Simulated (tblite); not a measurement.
Compound: C₄H₈OPSi (doublet state).
Numbering: `[PH2:1][Si@H:2]1[CH2:3][CH2:4][C:5]=[CH:6][O:7]1` (hydrogens: H8, H9 on P1; H10 on Si2; H11, H12 on C3; H13, H14 on C4; H15 on C6)

Cartesian coordinates in Å at the GFN2-xTB level; atoms count from 1:
```
atom  x, y, z in Å
P1     2.8838   -0.1947    0.3769
Si2    0.8401    0.2304   -0.4227
C3    -0.4075   -1.1477    0.0035
C4    -1.8256   -0.5402   -0.0765
C5    -1.8725    0.7527    0.5962
C6    -0.9794    1.6588    0.8438
O7     0.3449    1.5286    0.4213
H8     3.1881   -1.0931   -0.6278
H9     3.4705    0.8574   -0.2979
H10    0.7436    0.5331   -1.8608
H11   -0.2275   -1.4910    1.0238
H12   -0.3611   -2.0208   -0.6449
H13   -2.1242   -0.4128   -1.1218
H14   -2.5390   -1.2318    0.3834
H15   -1.1386    2.5792    1.3816
```

Level: GFN2-xTB in tblite, geometry and Hessian alike; calculated harmonic values, unscaled, isolated species. Against measured fundamentals such values can be off by several per cent, at times by over 20. Modes of hydrogen on phosphorus and silicon can be 10 to 20 % off. One conformer, not necessarily the lowest. Open shells enter through the occupations alone, without spin polarisation, and single modes of such species can be off by tens of per cent.

Harmonic wavenumbers (cm⁻¹): 80.4, 87.3, 107.0, 161.9, 208.5, 292.7, 336.7, 399.0, 504.3, 613.5, 663.3, 667.9, 681.5, 702.5, 721.7, 779.6, 784.9, 808.5, 925.6, 938.0, 981.1, 1034.8, 1105.9, 1133.0, 1144.2, 1226.7, 1251.3, 1292.0, 1451.7, 1462.4, 1757.6, 2170.0, 2322.9, 2404.6, 2918.6, 2944.4, 2975.4, 2999.0, 3081.2.

A = 3758, B = 1227, C = 1009 MHz; mass 131.008 u (most abundant isotopes); point group C1, symmetry number 1; spin multiplicity 2.

**Question.** What is the zero-point energy?

**Answer.** Half the sum of the wavenumbers: 23061 cm⁻¹ = 65.93 kcal/mol.

**Question.** Entropy at 500 K, 1 bar (ideal gas, RRHO, classical rotation)?

**Answer.** Translation 43.12, rotation 30.17, vibration 40.43, spin (R ln 2) 1.38: S = 115.1 cal/(mol K).

**Question.** And Cp and H(500 K) − H(0)?

**Answer.** Cp = 48.74 cal/(mol K), of which vibrations give 40.79 (their classical limit is 39 R = 77.5); H(500 K) − H(0) = 14.61 kcal/mol without the zero-point energy, 10.64 from vibrations.

**Question.** How do the functions run with temperature in this model?

**Answer.** 
| T (K) | S (cal/(mol K)) | Cp (cal/(mol K)) | H − H(0) (kcal/mol) | G − H(0) (kcal/mol) | ln q(vib) |
| --- | --- | --- | --- | --- | --- |
| 50 | 58.2 | 12.0 | 0.47 | -2.45 | 0.25 |
| 100 | 68.1 | 16.7 | 1.19 | -5.62 | 1.13 |
| 298.15 | 93.8 | 34.0 | 6.16 | -21.80 | 5.29 |
| 373.15 | 102.1 | 40.2 | 8.94 | -29.15 | 6.91 |
| 750 | 137.2 | 60.1 | 28.33 | -74.56 | 14.83 |
| 1000 | 155.5 | 67.3 | 44.32 | -111.22 | 19.62 |

q(vib) and H(0) count from the zero-point level.

**Question.** What must be added to the electronic energy to get the Gibbs energy at 500 K and 1 bar?

**Answer.** ZPE + [H(500 K) − H(0)] − T·S = 65.93 + 14.61 − 57.54 = 23.00 kcal/mol.

Hindered rotation and anharmonicity are outside this model. Other conformers, if any are populated, would add a mixing term that is left out. The structure is chiral; the term R ln 2 for an equal mix with its mirror image is left out.

Time: 0.6 s wall. Hardware: one thread of an INTEL XEON PLATINUM 8581C at 2.10 GHz, on a shared host. This covers the Hessian and the dipole derivatives.
